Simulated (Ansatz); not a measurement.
Cl2, charge +1, doublet, geometry from GFN2-xTB (a state made from the parent by changing its charge; the spin is typed, not shown lowest).

Here is a job for Ansatz (a first-principles code).
Ansatz 0.2 input:
```yaml
crystal:
  periodic: [false, false, false]
  atoms:
    - {symbol: Cl, position_ang: [-0.00000000, -0.00000000, -0.98043196]}
    - {symbol: Cl, position_ang: [0.00000000, 0.00000000, 0.98043196]}
basis:
  gaussian:
    orbitals: def2-SVP
hamiltonian:
  xc: {name: B2PLYP}
total_charge: 1
magnetization: {spin_polarized: true, initial_magnetization: 1}
```

Give the MP2 correlation energy at the level B2PLYP/def2-SVP (Ansatz).

-0.3367 Eh

Estimate the number of basis functions that B2PLYP/def2-SVP returns for this input.

36

What total energy does B2PLYP/def2-SVP give?

-919.3535 Eh

Estimate the SCF-reference <S^2> that B2PLYP/def2-SVP returns for this input.

0.755
